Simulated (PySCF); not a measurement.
## Do core-level shifts follow atomic charges?

Species: C7H13F.
Atom-mapped SMILES: `[CH3:1][C:2]([CH3:3])([CH3:4])[C@@H:5]1[CH2:6][C@@H:7]1[F:8]`

Binding energies: delta-SCF UKS SCAN, pcX-2 on the ionised atom, pcseg-1 elsewhere, spin-free X2C in PySCF. Charges: PBE0/pcSseg-1 ground-state density, for the ionised atom.

| atom | environment | C 1s (eV) | Mulliken (e) | IAO (e) | Hirshfeld (e) | ESP (e) |
| --- | --- | --- | --- | --- | --- | --- |
| C1 | methyl carbon | 290.21 | -0.188 | -0.412 | -0.121 | -0.625 |
| C5 | three-membered-ring carbon | 290.56 | -0.200 | -0.154 | -0.044 | -0.244 |
| C6 | three-membered-ring carbon | 290.63 | -0.196 | -0.315 | -0.101 | -0.383 |
| C2 | quaternary sp3 carbon | 290.68 | -0.555 | +0.058 | +0.029 | +0.665 |
| C7 | sp3 C–F carbon | 292.69 | +0.228 | +0.153 | +0.044 | +0.114 |

Task: How well does each charge scheme correlate with the binding energies over these sites?

Result: IAO: r = 0.76, slope 3.1 eV per e; Mulliken: r = 0.76, slope 2.7 eV per e; Hirshfeld: r = 0.71, slope 9.5 eV per e; ESP: r = 0.35, slope 0.7 eV per e. On 5 points no scheme stands out.

Task: The point-charge model writes a binding energy as kq + V + constant, with V the potential of the other atoms' charges at the site. What does it give with the Mulliken charges?

Result: V = Σ 14.40 eV Å × q/r over all other atoms: +0.55 eV at C1, -0.53 eV at C5, +2.50 eV at C6, +1.38 eV at C2, -4.18 eV at C7. Fitting binding energy − V to q gives k = 10.0 eV per e and leaves an rms residual of 1.82 eV, against 0.58 eV for the fit on q alone. The model has no term for differences in relaxation between sites.

Geometry: PBE0-D3(BJ)/def2-SVP; no solvent, vibrations or thermal averaging.

The values belong to the conformer `[CH3:1][C:2]([CH3:3])([CH3:4])[C@@H:5]1[CH2:6][C@@H:7]1[F:8]`: C1–C2–C5–C6 21°.
